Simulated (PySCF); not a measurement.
Species: C5H8F2.
Cartesian coordinates in Å at the PBE0-D3(BJ)/def2-SVP level; atoms count from 1:
```xyz
15
C5H8F2 angstrom
C     -1.9913    0.3532    0.4997
C     -0.6010   -0.0299    0.0883
C      0.4287    0.8185    0.1993
C      1.8677    0.6115   -0.1648
F      2.5906    1.7045    0.2541
C     -0.4915   -1.4273   -0.4392
F      0.7565   -1.7262   -0.9241
H     -2.0142    1.3601    0.9371
H     -2.6824    0.3374   -0.3605
H     -2.3984   -0.3512    1.2455
H      0.2304    1.8206    0.5968
H      1.9973    0.5028   -1.2552
H      2.2873   -0.2917    0.3066
H     -0.7358   -2.1513    0.3616
H     -1.2275   -1.5798   -1.2507
```

Computed with PySCF at PBE0/def2-SVPD, non-relativistic, on one gas-phase PBE0-D3(BJ)/def2-SVP geometry that isn't relaxed in the solvent. The solvent is an IEF-PCM continuum (cavity from Bondi-type radii × 1.2). The model holds no explicit solvent molecules, cavitation or dispersion.

Gas phase at PBE0/def2-SVPD: HOMO -7.21 eV, LUMO 0.00 eV, dipole 3.09 D.

What does the continuum do to the energy, the frontier levels and the dipole at PBE0/def2-SVPD in tetrahydrofuran and water?

```tsv
solvent	ε	E(solvent) − E(gas) (kcal/mol)	polarisation term (kcal/mol)	distortion of the solute (kcal/mol)	HOMO (eV)	LUMO (eV)	dipole (D)
tetrahydrofuran	7.426	-3.75	-4.22	0.47	-7.04	0.18	3.80
water	78.36	-4.59	-5.30	0.71	-7.02	0.21	3.97
```

The first energy column is the sum of the next two and covers electrostatics alone. From tetrahydrofuran to water the lowering changes by a factor 1.22, Onsager's factor (ε − 1)/(2ε + 1) by 1.21 and ε itself by 10.6.

Which radius a makes the point-dipole formula ΔE = −[(ε − 1)/(2ε + 1)]·μ²/a³ give the value in water, with the gas-phase dipole?

μ = 1.216 au and |ΔE| = 0.00731 Eh give a = 2.45 Å; the farthest nucleus lies 3.22 Å from the centroid of the nuclei, so such a sphere wouldn't even hold the nuclei. The formula assumes a rigid point dipole at the centre of a sphere.

Give the dipole vector in the frame of the coordinates (D, pointing from negative to positive charge), gas and water.

Gas (-2.88, -1.11, 0.10), solvent (-3.68, -1.50, 0.10). Its length changes by +29 % and its direction by 1°.

How does the static polarisability (PBE0/def2-SVPD, frozen core, with the continuum's full static response) change?

| medium | isotropic (au) | principal values (au) | ⟨r²⟩ of the electrons (bohr²) |
| --- | --- | --- | --- |
| gas | 64.9 | 49.5, 62.9, 82.3 | 945.2 |
| tetrahydrofuran | 81.4 | 63.5, 77.9, 102.8 | 945.0 |
| water | 86.2 | 68.6, 81.9, 108.0 | 944.9 |

The isotropic value in water is 1.33 times the gas-phase one; no cavity-field correction is applied. ⟨r²⟩ is taken about the centre of nuclear charge.

On one thread, x86-64 server, on a shared host, this took 21 s. This is the whole response run at PBE0/def2-SVPD in water, SCF included.
